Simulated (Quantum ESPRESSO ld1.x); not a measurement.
The iron ion Fe+, 25 electrons, occupied as [Ar] 3d6 4p1 (not the ground configuration). Method: scalar-relativistic Kohn-Sham, PBEsol, spin-unpolarised, spherical densities, point nucleus; computed with ld1.x of Quantum ESPRESSO 7.5.

X-ray form factor f0, the Fourier transform of the density (f0(0) = 25):

sin(theta)/lambda (1/angstrom),f0 (electrons)
0.05,24.479
0.1,23.203
0.15,21.635
0.2,20.002
0.25,18.367
0.3,16.770
0.4,13.861
0.5,11.515
0.6,9.768
0.8,7.656
1,6.544
1.25,5.584
1.5,4.710
2,3.187
